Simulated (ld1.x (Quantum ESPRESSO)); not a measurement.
**Before and after: PAW potential for oxygen (O)**

```
Element                 : O
Generator               : ld1.x (Quantum ESPRESSO) 7.5
Type                    : PAW
Functional              : PBE
Relativity              : scalar-relativistic
Frozen core             : [He]
Valence charge          : 6
Reference configuration : 2s2 2p4
Partial waves           : 2s (bound): rcut 0.55, rcutus 0.70 bohr; 2s channel at -1.35 Ry: rcut 0.55, rcutus 0.70 bohr; 2p (bound): rcut 1.20, rcutus 1.65 bohr; 2p channel at -0.35 Ry: rcut 1.20, rcutus 1.65 bohr
Local potential         : all-electron potential smoothed inside 1.50 bohr (lloc = -1)
Core correction         : Bessel-smoothed model core inside 0.55 bohr
Augmentation charge     : GAUSS, radius 0.65 bohr
```

Change: waves 2p (bound): rcut 1.20, rcutus 1.58 bohr; 2p channel at -0.35 Ry: rcut 1.20, rcutus 1.58 bohr.

Cutoffs: the cutoffs (Ry, on a coarse ladder) from which the occupation-weighted sum of valence levels, in a spherical-Bessel basis at the reference potential, stays within 10 and 1 mRy of its value at 400 Ry; they do not see the model core or the augmentation charge, which bear on the density cutoff. Errors are all-electron minus pseudo energies relative to the spin-unpolarised reference configuration.

Task: Predict the effect on cutoff, ghosts and configuration errors.

Result: The potential gets neither clearly harder nor softer (70 Ry and 90 Ry → 70 Ry and 90 Ry); of the 7 tests that both files solve, the error grows in 6 and shrinks in 0 by more than 15 % and 0.3 meV (median size 5.9 → 15.6 meV); neither file shows a bound ghost. That the errors move this way runs against the usual rule that smaller radii transfer better.

```tsv
quantity	base	changed
cutoff, loose	70 Ry	70 Ry
cutoff, tight	90 Ry	90 Ry
bound ghosts	none	none
error for 2s2 2p3, meV [ΔE 16.43 eV]	-1.7	-4.4
error for 2s2 2p2, meV [ΔE 50.02 eV]	-5.9	-26
error for 2s2 2p1, meV [ΔE 103.89 eV]	+8.5	-46
error for 2s0 2p6, meV [ΔE 29.94 eV]	+0.8	+16
error for 2s2 2p3.5, meV [ΔE 6.29 eV]	-0.5	-0.9
error for 2s1 2p4, meV [ΔE 31.66 eV]	+14	+19
error for 2s1 2p5, meV [ΔE 14.95 eV]	+12	+12
lowest overlap eigenvalue by channel	s 0.45, p 0.95	s 0.45, p 0.92
```
